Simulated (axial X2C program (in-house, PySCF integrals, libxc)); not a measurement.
Density and ELF of ZrO

Calculated with an in-house all-electron X2C program for linear molecules (integrals from PySCF). Two-component (2c) means X2C with spin–orbit coupling and atomic mean-field two-electron Coulomb and Gaunt terms. Basis: Zr dyall-cv3z [11s12p9d6f3g], O dyall-av3z [7s6p3d2f] (cores contracted in-house); Gaussian nuclei, density fitting, unrestricted open shells. Masses: Zr 89.905 u, O 15.995 u.

PBE0, 2c, state Ω = 1 (⟨Sz⟩ = -1.00, ⟨Lz⟩ = 2.00 at PBE0); Zr at z = 0, O at z = 1.717 Å.

The maps cover the half plane through the axis: z from -2.4 to 3.6 Å along the bond, ρ from 0.15 to 2.25 Å away from it.

log10 of the density in e/bohr³:

```
 ρ\z  -2.4  -1.8  -1.2  -0.6   0.0   0.6   1.2   1.8   2.4   3.0   3.6
0.15  -2.9  -2.4  -1.5  -0.2   1.6  -0.3  -0.3   0.5  -0.8  -2.0  -3.2
0.45  -3.0  -2.4  -1.6  -0.5   0.0  -0.6  -0.6  -0.3  -1.1  -2.2  -3.2
0.75  -3.0  -2.5  -1.9  -1.0  -0.5  -1.0  -1.1  -0.9  -1.5  -2.4  -3.4
1.05  -3.1  -2.6  -2.1  -1.5  -1.2  -1.5  -1.6  -1.5  -2.0  -2.7  -3.6
1.35  -3.2  -2.8  -2.3  -1.9  -1.7  -1.9  -2.0  -2.1  -2.4  -3.1  -3.9
1.65  -3.4  -2.9  -2.5  -2.2  -2.1  -2.3  -2.4  -2.5  -2.9  -3.5  -4.2
1.95  -3.5  -3.1  -2.7  -2.5  -2.4  -2.6  -2.8  -3.0  -3.3  -3.8  -4.5
2.25  -3.7  -3.3  -3.0  -2.8  -2.7  -2.9  -3.1  -3.4  -3.7  -4.2  -4.8
```

Electron localisation function (collinear form, no current term, damped to 0 at low density):

```
 ρ\z  -2.4  -1.8  -1.2  -0.6   0.0   0.6   1.2   1.8   2.4   3.0   3.6
0.15  0.68  0.26  0.38  0.79  0.44  0.62  0.80  0.20  0.88  0.49  0.09
0.45  0.66  0.28  0.22  0.78  0.21  0.60  0.77  0.81  0.83  0.43  0.07
0.75  0.63  0.33  0.12  0.51  0.81  0.33  0.66  0.81  0.70  0.32  0.04
1.05  0.57  0.44  0.15  0.24  0.51  0.15  0.47  0.64  0.48  0.19  0.01
1.35  0.48  0.55  0.33  0.28  0.33  0.13  0.28  0.40  0.25  0.07  0.00
1.65  0.34  0.59  0.54  0.49  0.42  0.19  0.16  0.19  0.10  0.02  0.00
1.95  0.18  0.54  0.64  0.64  0.52  0.26  0.10  0.07  0.03  0.00  0.00
2.25  0.06  0.38  0.61  0.66  0.55  0.28  0.07  0.02  0.01  0.00  0.00
```

Axial spin density in 10⁻³ e/bohr³:

```
 ρ\z  -2.4  -1.8  -1.2   -0.6     0.0    0.6   1.2   1.8  2.4  3.0  3.6
0.15  -0.9  -2.0  -1.3  -23.8  -153.9  -10.0   5.3  27.4  2.0  0.1  0.0
0.45  -0.9  -2.0  -2.0   -9.2   -22.9   -6.6   1.8  10.8  1.3  0.1  0.0
0.75  -0.8  -2.0  -3.3  -10.2   -35.6   -9.6  -0.7   2.2  0.6  0.1  0.0
1.05  -0.7  -1.8  -4.0  -11.0   -22.4   -8.9  -1.5   0.3  0.2  0.0  0.0
1.35  -0.6  -1.5  -3.7   -8.6   -12.6   -6.2  -1.4  -0.1  0.0  0.0  0.0
1.65  -0.4  -1.1  -2.8   -5.6    -6.9   -3.8  -1.1  -0.2  0.0  0.0  0.0
1.95  -0.3  -0.8  -1.8   -3.2    -3.6   -2.1  -0.7  -0.2  0.0  0.0  0.0
2.25  -0.2  -0.5  -1.1   -1.8    -1.9   -1.1  -0.4  -0.1  0.0  0.0  0.0
```

The state is a single determinant with fixed occupations, the lowest that a limited PBE0 search found. Density functionals use the spin component along the axis (collinear). PBE0 can misorder states that lie within some tenths of an eV, so this need not be the ground state of the molecule. The nearest other 2c determinant of the search, Ω = 3, lies 0.08 eV up at the distance of the search. The functionals have no current-density term, which raises determinants with orbital currents, atoms included. With several unpaired electrons one determinant need not be a pure state.
